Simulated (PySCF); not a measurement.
Species: C4H10N2OSi.
Cartesian coordinates in Å at the GFN2-xTB level; atoms count from 1:
```
atom  x, y, z in Å
C1     2.915   -1.282    0.469
N2     2.135   -0.309    0.490
Si3    1.412    0.665   -0.729
N4    -0.329    0.589   -0.427
C5    -1.175    1.640    0.065
C6    -0.777   -0.626   -0.763
C7    -2.236   -0.951   -0.604
O8     0.044   -1.428   -1.194
H9     3.210   -1.743    1.409
H10    3.341   -1.721   -0.434
H11    1.638    0.477   -2.156
H12    1.768    2.018   -0.295
H13   -0.563    2.518    0.248
H14   -1.948    1.898   -0.664
H15   -1.662    1.352    1.000
H16   -2.841   -0.262   -1.190
H17   -2.526   -0.860    0.441
H18   -2.415   -1.968   -0.942
```

Computed at PBE0/pcSseg-1 (PySCF, non-relativistic), with Q(14N) = 0.02044 b, Q(17O) = −0.0256 b: N2, 14N (I = 1): χzz = -4.793 MHz, η = 0.768; N4, 14N (I = 1): χzz = -3.430 MHz, η = 0.636; O8, 17O (I = 5/2): χzz = 8.686 MHz, η = 0.165.

Q: Find the zero-field quadrupole resonance frequencies of 14N at N2.

A: From ν± = (3/4)|χ|(1 ± η/3) and ν0 = |χ|η/2: ν+ 4.514 MHz, ν− 2.674 MHz, ν0 1.840 MHz (C=N nitrogen).

Q: Where would the pure quadrupole (NQR) lines of 14N at N4 fall for the rigid, isolated species?

A: From ν± = (3/4)|χ|(1 ± η/3) and ν0 = |χ|η/2: ν+ 3.118 MHz, ν− 2.027 MHz, ν0 1.091 MHz (amide nitrogen).

Q: Find the zero-field quadrupole resonance frequencies of 17O at O8.

A: From the eigenvalues of H = χ/[4I(2I − 1)] × [3Iz² − I(I + 1) + η(Ix² − Iy²)], steps between neighbouring levels, labelled as for η = 0: ±1/2↔±3/2 1.341 MHz, ±3/2↔±5/2 2.592 MHz (amide oxygen).

In a crystal, neighbours and librations shift these lines. GFN2-xTB bond lengths can be off by several hundredths of an ångström, more for odd bonds, and the gradients follow them. The small basis limits the accuracy of the gradients.

These values come from a run that also computed NMR shieldings. Hardware: one thread, AMD EPYC (x86_64), shared host. Cost: 80 s of wall time, 0.86 GiB resident at most.

One conformer stands for the species.
